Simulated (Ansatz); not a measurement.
Geometry optimisation, RKS PBE0-D4/def2-SVP in Ansatz 0.2.0.

The input (input.yaml):

```yaml
crystal:
  periodic: [false, false, false]
  atoms:
    - { symbol: Ge, position_ang: [0.567821, 0.124979, -0.244788] }
    - { symbol: O, position_ang: [-0.870482, -0.086348, 2.347941] }
    - { symbol: H, position_ang: [-1.556833, 0.454665, 1.934268] }
    - { symbol: O, position_ang: [1.315494, 0.079524, -1.814161] }
    - { symbol: H, position_ang: [1.570349, -0.819418, -2.056963] }
    - { symbol: F, position_ang: [-0.902597, 1.020758, -0.381918] }
    - { symbol: O, position_ang: [0.297682, -1.48494, 0.341785] }
    - { symbol: H, position_ang: [-0.170915, -1.375428, 1.19527] }
    - { symbol: Cl, position_ang: [1.775266, 1.350155, 1.123252] }
    - { symbol: H, position_ang: [-0.175785, 0.562752, 2.600315] }
basis:
  gaussian: { orbitals: def2-SVP }
hamiltonian:
  xc: pbe0
  dispersion: d4
relax:
  f_tol: 0.03
  max_steps: 50
```

Command:

```bash
$ ansatz run input.yaml --threads 4 --pin off --max-ram 5120MiB --backend cpu --events-out ev --progress --plain --runs-dir out
```

Q: Where does it end, and by what steps?

A: It converged. After 13 steps the energy has fallen by 0.052 eV; H10 moved furthest, 0.55 Å.

| step | energy less start (eV) | largest force component (eV/Å) | accepted |
| --- | --- | --- | --- |
| 0 | 0.0000 | 0.575 | yes |
| 1 | -0.0284 | 0.346 | yes |
| 2 | -0.0343 | 0.238 | yes |
| 3 | -0.0387 | 0.246 | yes |
| 4 | -0.0418 | 0.270 | yes |
| 5 | -0.0440 | 0.133 | yes |
| 6 | -0.0458 | 0.087 | yes |
| 7 | -0.0475 | 0.253 | yes |
| 8 | -0.0488 | 0.202 | yes |
| 9 | -0.0453 | 0.403 | no |
| 10 | -0.0509 | 0.098 | yes |
| 11 | -0.0514 | 0.064 | yes |
| 12 | -0.0517 | 0.166 | yes |
| 13 | -0.0521 | 0.024 | yes |

```xyz
10
Properties=species:S:1:pos:R:3
Ge 0.762 0.164 -0.214
O -1.079 -0.168 2.318
H -1.466 0.412 1.645
O 1.365 0.032 -1.840
H 1.172 -0.835 -2.217
F -0.762 1.016 -0.218
O 0.490 -1.401 0.479
H -0.069 -1.263 1.277
Cl 2.047 1.435 0.910
H -0.609 0.434 2.906
```

Whether the end is a true minimum wasn't checked by a vibrational analysis.

Run time: 35 s on 4 threads of Arm Neoverse V1, with other jobs on the host, peak memory 0.35 GiB.
